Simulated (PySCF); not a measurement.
C2H7AlS, SMILES [CH3][Al]([CH3])[SH].

The structure is a stationary point at B3LYP-D3(BJ)/def2-SVP. The structure was generated by enumeration; whether it is a known compound was not checked. Other conformers were not sampled.

Calculation: PBE0/def2-TZVP (PySCF).

Isolated molecule, no solvent.

```
Property                                                                                                       Result
---------------------------------------------------------------------------------------------  ----------------------
total energy                                                                                       -720.80280 hartree
highest occupied level                                                                                       -7.46 eV
lowest empty level                                                                                           -0.47 eV
orbital gap                                                                                                   6.99 eV
dipole moment                                                                                                  1.68 D
quadrupole, principal values (traceless, Buckingham form, about the centre of nuclear charge)   -5.26, 2.52, 2.74 D·Å
mean static polarisability                                                                      70.7 bohr³ (10.47 Å³)
polarisability, principal values                                                               56.7, 73.4, 81.9 bohr³
```
